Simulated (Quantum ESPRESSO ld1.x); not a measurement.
Q: Radial electron density D(r) = 4 pi r^2 rho(r) of an atom or ion with 16 electrons. All-electron calculation, scalar-relativistic Kohn-Sham, LDA (Slater exchange, Perdew-Wang correlation), spin-polarised, spherical densities, point nucleus. Program: ld1.x of Quantum ESPRESSO 7.5.

r (bohr)  D(r) (e/bohr)   spin D(r)
0.002242         0.9469  -0.0000379
0.002805          1.422  -0.0000519
0.00351           2.120  -0.0000658
0.004426          3.172  -0.0000696
0.005538          4.622  -0.0000356
0.006928          6.630    0.000103
0.008667          9.327    0.000502
0.01084           12.81     0.00152
0.01357           17.06     0.00391
0.01697           21.90     0.00928
0.02123           26.83      0.0208
0.02678           31.20      0.0457
0.0335            33.71      0.0930
0.04191           33.78       0.180
0.05243           31.53       0.326
0.0656            28.40       0.546
0.08207           26.91       0.830
0.1027            29.06        1.11
0.1285            34.16        1.22
0.162             38.11        1.00
0.2027            35.62       0.465
0.2535            26.35     0.00833
0.3172            15.96       0.321
0.3968            11.04        1.69
0.4965            11.61        3.31
0.6211            11.73        3.76
0.7771            8.075        2.64
0.98              3.246        1.07
1.226            0.7438       0.249
1.534           0.08497      0.0288
1.919          0.004182     0.00144

What is the nuclear charge?

A: Z = 28. The innermost maximum, from 1s, lies near gamma/Z bohr with gamma = sqrt(1 - (Z/c)^2) = 0.979, here 0.035 bohr (found: 0.0378), and its height grows with Z. The density is that of the nickel ion Ni12+ in [Ne] 3s2 3p4; the configuration itself is not fixed sharply by these data, and Z only to about a unit. D(r) has 3 maxima, at r = 0.0378, 0.169, 0.564 bohr, and minima at 0.0814, 0.423 bohr, inside which lie 2.11, 10.47 electrons.
